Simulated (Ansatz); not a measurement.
Computed with Ansatz on PBE0-D4/def2-TZVP structures; ΔE is electronic, products minus reactants. CBS: MP2 limit from def2 TZ/QZ plus the TZ coupled-cluster correction, frozen cores. DFT in def2-TZVPP. B3LYP here is the variant with VWN-RPA as its local correlation; programs differ in this. One conformer a species, not always the lowest.

Reaction (isomerisation): `C=C[SiH2]BF` → `FB1CC1[SiH3]`

```json
{"level": "PBE-D4", "ΔE (kcal/mol)": "-2.3", "difference from CCSD(T)/CBS": "-2.9"}
{"level": "r2SCAN-D4", "ΔE (kcal/mol)": "-3.3", "difference from CCSD(T)/CBS": "-3.9"}
{"level": "PBE0-D4", "ΔE (kcal/mol)": "-3.7", "difference from CCSD(T)/CBS": "-4.3"}
{"level": "B3LYP-D4", "ΔE (kcal/mol)": "1.3", "difference from CCSD(T)/CBS": "0.7"}
{"level": "ωB97X-V", "ΔE (kcal/mol)": "-2.3", "difference from CCSD(T)/CBS": "-2.9"}
{"level": "ωB97M-V", "ΔE (kcal/mol)": "-2.7", "difference from CCSD(T)/CBS": "-3.3"}
{"level": "B2PLYP", "ΔE (kcal/mol)": "0.4", "difference from CCSD(T)/CBS": "-0.2"}
{"level": "PBE", "ΔE (kcal/mol)": "-2.3", "difference from CCSD(T)/CBS": "-2.9"}
{"level": "r2SCAN", "ΔE (kcal/mol)": "-3.3", "difference from CCSD(T)/CBS": "-3.9"}
{"level": "PBE0", "ΔE (kcal/mol)": "-3.7", "difference from CCSD(T)/CBS": "-4.3"}
{"level": "B3LYP", "ΔE (kcal/mol)": "1.3", "difference from CCSD(T)/CBS": "0.7"}
{"level": "HF/def2-TZVPP", "ΔE (kcal/mol)": "4.3", "difference from CCSD(T)/CBS": "3.7"}
{"level": "MP2/def2-TZVPP", "ΔE (kcal/mol)": "-3.0", "difference from CCSD(T)/CBS": "-3.6"}
{"level": "SCS-MP2/def2-TZVPP", "ΔE (kcal/mol)": "-0.1", "difference from CCSD(T)/CBS": "-0.7"}
{"level": "CCSD/def2-TZVPP", "ΔE (kcal/mol)": "0.9", "difference from CCSD(T)/CBS": "0.3"}
{"level": "CCSD(T)/def2-TZVPP", "ΔE (kcal/mol)": "1.0", "difference from CCSD(T)/CBS": "0.4"}
{"level": "HF/def2-QZVPP", "ΔE (kcal/mol)": "4.2", "difference from CCSD(T)/CBS": "3.6"}
{"level": "MP2/def2-QZVPP", "ΔE (kcal/mol)": "-3.3", "difference from CCSD(T)/CBS": "-3.9"}
{"level": "SCS-MP2/def2-QZVPP", "ΔE (kcal/mol)": "-0.4", "difference from CCSD(T)/CBS": "-1.0"}
{"level": "HF/CBS(def2)", "ΔE (kcal/mol)": "4.2", "difference from CCSD(T)/CBS": "3.6"}
{"level": "MP2/CBS(def2)", "ΔE (kcal/mol)": "-3.4", "difference from CCSD(T)/CBS": "-4.0"}
{"level": "CCSD/CBS(def2)", "ΔE (kcal/mol)": "0.5", "difference from CCSD(T)/CBS": "-0.1"}
{"level": "CCSD(T)/CBS", "ΔE (kcal/mol)": "0.6", "difference from CCSD(T)/CBS": "0"}
```

Largest T1 diagnostic among the species: 0.014.

From PBE to PBE0 (25 % exact exchange), in def2-TZVPP and without D4, ΔE moves by −1.4 kcal/mol. In def2-TZVPP, CCSD(T) changes the Hartree–Fock value by −3.3 kcal/mol (the triples alone add +0.1 kcal/mol) and MP2 by −7.3 kcal/mol.

CCSD(T)/CBS has its own doubt, a few kJ/mol and more with outer-core shells, so smaller differences from it don't rank the levels.
